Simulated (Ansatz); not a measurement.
Input file:

```yaml
crystal:
  periodic: [false, false, false]
  atoms:
    - { symbol: O, position_ang: [1.956918, 0.26489, -0.90275] }
    - { symbol: Si, position_ang: [0.423753, 0.11912, -0.289226] }
    - { symbol: Si, position_ang: [0.61218, -0.983013, 1.76977] }
    - { symbol: C, position_ang: [-1.066597, -0.11405, -1.366143] }
    - { symbol: C, position_ang: [-1.419807, 1.111259, -0.908323] }
    - { symbol: O, position_ang: [-0.430895, 1.651855, -0.118973] }
    - { symbol: H, position_ang: [2.044172, 0.666166, -1.777637] }
    - { symbol: H, position_ang: [1.028754, -2.399777, 1.551034] }
    - { symbol: H, position_ang: [-0.715168, -0.969521, 2.450044] }
    - { symbol: H, position_ang: [1.62003, -0.307384, 2.63721] }
    - { symbol: H, position_ang: [-1.643324, -0.80303, -1.978592] }
    - { symbol: H, position_ang: [-2.333015, 1.708185, -1.032414] }
basis:
  gaussian: { orbitals: def2-SVP }
hamiltonian:
  xc: b3lyp
neb:
  order_check: false
  images: 5
  f_tol: 0.03
  max_iterations: 60
  final_atoms:
    - { symbol: O, position_ang: [1.77996017, 0.3136122, -1.2732115] }
    - { symbol: Si, position_ang: [0.35986797, 0.14405832, -0.43529583] }
    - { symbol: Si, position_ang: [0.65542261, -0.92380045, 1.64104571] }
    - { symbol: C, position_ang: [-1.19238042, -0.11805633, -1.39053177] }
    - { symbol: C, position_ang: [-1.53848127, 1.09673886, -0.89916691] }
    - { symbol: O, position_ang: [-0.50876718, 1.65321062, -0.17418767] }
    - { symbol: H, position_ang: [2.60539887, 0.38921582, -0.77988078] }
    - { symbol: H, position_ang: [1.03900584, -2.35291338, 1.43773559] }
    - { symbol: H, position_ang: [-0.61123821, -0.86227142, 2.42501624] }
    - { symbol: H, position_ang: [1.74596038, -0.25666075, 2.4163968] }
    - { symbol: H, position_ang: [-1.78774583, -0.81331486, -1.97669354] }
    - { symbol: H, position_ang: [-2.47000193, 1.67488136, -0.95722635] }
  initial_path:
    images:
      - { positions_ang: [[1.956918, 0.26489, -0.90275], [0.423753, 0.11912, -0.289226], [0.61218, -0.983013, 1.76977], [-1.066597, -0.11405, -1.366143], [-1.419807, 1.111259, -0.908323], [-0.430895, 1.651855, -0.118973], [2.044172, 0.666166, -1.777637], [1.028754, -2.399777, 1.551034], [-0.715168, -0.969521, 2.450044], [1.62003, -0.307384, 2.63721], [-1.643324, -0.80303, -1.978592], [-2.333015, 1.708185, -1.032414]] }
      - { positions_ang: [[1.88239437, 0.23449895, -1.0435386], [0.40009381, 0.10872496, -0.31318066], [0.60697982, -0.975338, 1.72094621], [-1.08889043, -0.11224297, -1.32296035], [-1.4416321, 1.13124871, -0.92437034], [-0.43194233, 1.62452439, -0.16821163], [2.17123307, 0.70550505, -1.48872382], [1.03118218, -2.39202107, 1.51278809], [-0.68044026, -0.95414143, 2.46334947], [1.64935249, -0.3148677, 2.58382865], [-1.67738201, -0.83460149, -1.89858847], [-2.34394759, 1.72341061, -1.08733856]] }
      - { positions_ang: [[1.80787073, 0.20410791, -1.1843272], [0.37643461, 0.09832991, -0.33713532], [0.60177964, -0.967663, 1.67212242], [-1.11118386, -0.11043594, -1.27977769], [-1.4634572, 1.15123841, -0.94041768], [-0.43298967, 1.59719378, -0.21745026], [2.29829414, 0.7448441, -1.19981064], [1.03361035, -2.38426514, 1.47454219], [-0.64571253, -0.93876185, 2.47665494], [1.67867497, -0.32235141, 2.53044731], [-1.71144002, -0.86617298, -1.81858493], [-2.35488018, 1.73863621, -1.14226312]] }
      - { positions_ang: [[1.7333471, 0.17371686, -1.32511579], [0.35277542, 0.08793487, -0.36108999], [0.59657947, -0.959988, 1.62329863], [-1.13347729, -0.10862891, -1.23659504], [-1.48528229, 1.17122812, -0.95646502], [-0.434037, 1.56986316, -0.2666889], [2.4253552, 0.78418315, -0.91089747], [1.03603853, -2.37650922, 1.43629628], [-0.61098479, -0.92338228, 2.4899604], [1.70799746, -0.32983511, 2.47706596], [-1.74549803, -0.89774447, -1.7385814], [-2.36581277, 1.75386182, -1.19718767]] }
      - { positions_ang: [[1.74888479, 0.22034864, -1.30781436], [0.3551396, 0.10664269, -0.38582527], [0.61619385, -0.94792548, 1.62921432], [-1.15311167, -0.11177138, -1.28790728], [-1.50301528, 1.14639837, -0.93736565], [-0.45894706, 1.59764565, -0.23585516], [2.48536976, 0.65252738, -0.86722524], [1.03702763, -2.36864394, 1.43677605], [-0.61106926, -0.90301199, 2.46831235], [1.72065176, -0.30544366, 2.45684291], [-1.75958063, -0.86960127, -1.81795211], [-2.40054249, 1.727535, -1.11720056]] }
      - { positions_ang: [[1.76442248, 0.26698042, -1.29051293], [0.35750378, 0.12535051, -0.41056055], [0.63580823, -0.93586297, 1.63513001], [-1.17274604, -0.11491385, -1.33921952], [-1.52074828, 1.12156861, -0.91826628], [-0.48385712, 1.62542814, -0.20502141], [2.54538431, 0.5208716, -0.82355301], [1.03801674, -2.36077866, 1.43725582], [-0.61115374, -0.88264171, 2.4466643], [1.73330607, -0.2810522, 2.43661986], [-1.77366323, -0.84145807, -1.89732283], [-2.43527221, 1.70120818, -1.03721346]] }
      - { positions_ang: [[1.77996017, 0.3136122, -1.2732115], [0.35986797, 0.14405832, -0.43529583], [0.65542261, -0.92380045, 1.64104571], [-1.19238042, -0.11805633, -1.39053177], [-1.53848127, 1.09673886, -0.89916691], [-0.50876718, 1.65321062, -0.17418767], [2.60539887, 0.38921582, -0.77988078], [1.03900584, -2.35291338, 1.43773559], [-0.61123821, -0.86227142, 2.42501624], [1.74596038, -0.25666075, 2.4163968], [-1.78774583, -0.81331486, -1.97669354], [-2.47000193, 1.67488136, -0.95722635]] }
```

Command:

```bash
$ ansatz run input.yaml --threads 2 --pin off --max-ram 3072MiB --backend cpu --events-out ev --progress --plain --runs-dir out
```

Hardware: 2 threads of AMD EPYC 9R14 (Zen 4), on a shared host.

Question: Roughly how long does this run take, and how much memory?

Answer: 3.1 min, with a peak of 0.31 GiB, for 16 band iterations.
